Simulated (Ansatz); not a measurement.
`[Cl][GeH2][GeH3]` + `F[Si](Cl)(Cl)S[SiH2]Cl` → `Cl[SiH2][S][GeH2][Cl]` + `F[Si](Cl)(Cl)[GeH3]`  (redistribution)

Gas-phase electronic energies from Ansatz, PBE0-D4/def2-TZVP geometries. CCSD(T)/CBS adds triple-zeta CCSD(T) − MP2 to the extrapolated MP2 energy (def2 sets, frozen cores). DFT in def2-TZVPP. B3LYP here is the variant with VWN-RPA as its local correlation; programs differ in this. For Ge outer-core shells are correlated without core-valence functions, which leaves a few kJ/mol of doubt a bond. Scalar relativity is left out up to krypton. Each species was taken in one conformer, which may not be the lowest.

```
             level  ΔE (kJ/mol)  difference from CCSD(T)/CBS
            PBE-D4         21.6                         -2.2
         r2SCAN-D4         25.1                          1.3
           PBE0-D4         23.6                         -0.2
          B3LYP-D4         23.1                         -0.7
           ωB97X-V         23.1                         -0.7
           ωB97M-V         26.3                          2.5
            B2PLYP         22.5                         -1.3
               PBE         20.3                         -3.5
            r2SCAN         24.6                          0.8
              PBE0         22.5                         -1.3
             B3LYP         21.0                         -2.8
     HF/def2-TZVPP         20.6                         -3.2
    MP2/def2-TZVPP         25.3                          1.5
SCS-MP2/def2-TZVPP         23.2                         -0.6
   CCSD/def2-TZVPP         22.9                         -0.9
CCSD(T)/def2-TZVPP         22.6                         -1.2
     HF/def2-QZVPP         21.2                         -2.6
    MP2/def2-QZVPP         26.3                          2.5
SCS-MP2/def2-QZVPP         24.0                          0.2
      HF/CBS(def2)         21.3                         -2.5
     MP2/CBS(def2)         26.5                          2.7
    CCSD/CBS(def2)         24.1                          0.3
       CCSD(T)/CBS         23.8                            0
```

Largest T1 diagnostic among the species: 0.011.
